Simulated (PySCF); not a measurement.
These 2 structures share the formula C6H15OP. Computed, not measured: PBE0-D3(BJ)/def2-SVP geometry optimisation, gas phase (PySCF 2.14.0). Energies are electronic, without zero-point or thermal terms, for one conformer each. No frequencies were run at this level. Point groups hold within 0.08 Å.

Question: Rank from lowest to highest electronic energy at this level (kcal/mol).
A. `[CH3:1][CH2:2][P:3](=[O:4])([CH2:5][CH3:6])[CH2:7][CH3:8]` with C1–C2–P3–O4 -54°, C2–P3–C5–C6 179°, C2–P3–C7–C8 57°
B. `[CH3:1][CH2:2][CH2:3][PH:4][CH2:5][CH2:6][O:7][CH3:8]` with C1–C2–C3–P4 64°, C2–C3–P4–C5 168°, C3–P4–C5–C6 60°, P4–C5–C6–O7 39°, C5–C6–O7–C8 68°

Answer: A (0.0), B (37.6).

As drawn, the lower has a P=O bond, which the higher lacks.

| SMILES | E (Eh) | E rel (kcal/mol) | dipole (D) | point group | A, B, C (MHz) |
| --- | --- | --- | --- | --- | --- |
| CCP(=O)(CC)CC | -653.46739 | 0.0 | 4.01 | near Cs | 1995, 1340, 1051 |
| CCCPCCOC | -653.40742 | 37.6 | 1.49 | C1 | 2702, 857.5, 786.0 |

Question: How do the relative energies change in single points at PBE0/pcSseg-1 (no added dispersion term) on the same geometries?

Answer: 
```
       SMILES  PBE0-D3(BJ)/def2-SVP (kcal/mol)  PBE0/pcSseg-1 (kcal/mol)  shift
CCP(=O)(CC)CC                              0.0                       0.0    0.0
     CCCPCCOC                             37.6                      40.3   +2.7
```

Each column counts from its own lowest isomer. The order is unchanged; the largest shift is 2.7 kcal/mol.
